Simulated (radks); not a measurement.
Values are calculated unless marked as measured or tabulated.
Tc XIV, 30 electrons, occupied as [Ar] 3d10 4s2. Level of theory: scalar-relativistic Kohn-Sham, r2SCAN, spin-polarised, spherical densities, finite nucleus; meta-GGA in the generalised Kohn-Sham scheme; Fermi nuclear charge, rms radius 4.4112 fm (a radial shooting solver on a logarithmic mesh with Libxc functionals).

Unscreened Slater integrals over Kohn-Sham orbitals (cm^-1). They are taken over the spin-up orbitals.

integral,value
"F0(4s,4s)",210670
"F0(4s,3d)",265020
"G2(4s,3d)",24403
"F0(4s,3p)",263050
"G1(4s,3p)",23934
"F0(4s,3s)",262950
"G0(4s,3s)",17935
"F0(3d,3d)",510010
"F2(3d,3d)",253230
"F4(3d,3d)",161340
"F0(3d,3p)",490980
"F2(3d,3p)",238060
"G1(3d,3p)",276270
"G3(3d,3p)",176520
"F0(3d,3s)",490350
"G2(3d,3s)",210440
"F0(3p,3p)",480320
"F2(3p,3p)",242320
"F0(3p,3s)",479520
"G1(3p,3s)",316240
"F0(3s,3s)",479460
